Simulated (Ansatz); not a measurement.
Basis sets compared for PPAsSb tetrahedron (SbAsP2). The state is a singlet with charge 0. Geometry r2SCAN-D4/def2-SVP. Ansatz on 4 threads of Arm Neoverse V1 on a shared host; times are rough, and most runs start from earlier orbitals.

```xyz
4

P     0.256    1.341   -0.364
P    -0.128   -0.681   -1.231
As   -1.336   -0.032    0.664
Sb    1.208   -0.628    0.931
```

In the def2 sets Sb takes a core potential, while STO-3G treats all electrons; there is no spin–orbit coupling.

STO-3G and 6-31G are all-electron sets without relativity, so their totals don't compare with the def2 sets.

Binding counts from free atoms (P quartet, As quartet, Sb quartet) in the same basis, without a counterpoise term.

```tsv
level	functions	energy (Eh)	HOMO (eV)	LUMO (eV)	binding per atom (eV)	wall time
HF/STO-3G	63	-9134.5357	-5.85	5.64	–	0.45 s
PBE-D4/def2-SVP	94	-3157.7958	-5.98	-2.13	2.88	0.96 s
PBE0-D4/def2-SVP	94	-3157.9146	-6.94	-1.51	2.65	1.6 s
```

Q: Estimate the rows for HF/def2-TZVP, PBE-D4/def2-TZVP (with forces), PBE0-D4/def2-TZVP.

A: 
```csv
level,functions,energy (Eh),HOMO (eV),LUMO (eV),binding per atom (eV),wall time
HF/def2-TZVP,172,-3155.0171,-8.64,1.20,0.86,3.3 s
PBE-D4/def2-TZVP (with forces),172,-3158.3235,-5.95,-2.19,2.99,2.8 s
PBE0-D4/def2-TZVP,172,-3158.4405,-6.86,-1.54,2.78,3.8 s
```
